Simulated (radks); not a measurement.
Question: Species: Cd+. Configuration: [Kr] 4d10 5s1 (the NIST ground configuration). Calculated with a radial shooting solver on a logarithmic mesh with Libxc functionals: Dirac Kohn-Sham, PBE, spin-unpolarised, spherical densities, point nucleus.

Spin-orbit splittings of the eigenvalues, e(l+1/2) - e(l-1/2), with zeta = 2 splitting/(2l+1) and mean radii in bohr:

shell  occ.  splitting (eV)  zeta (eV)  <r> j=l-1/2  <r> j=l+1/2
2p        6           192.5      128.3       0.1112       0.1164
3p        6           34.37      22.91       0.3494       0.3604
3d       10           6.984      2.794       0.3327       0.3362
4p        6           5.817      3.878       0.9394       0.9704
4d       10               ?          ?        1.261        1.280

Estimate the 4d splitting.

Answer: 0.7048 eV (zeta = 0.2819 eV).
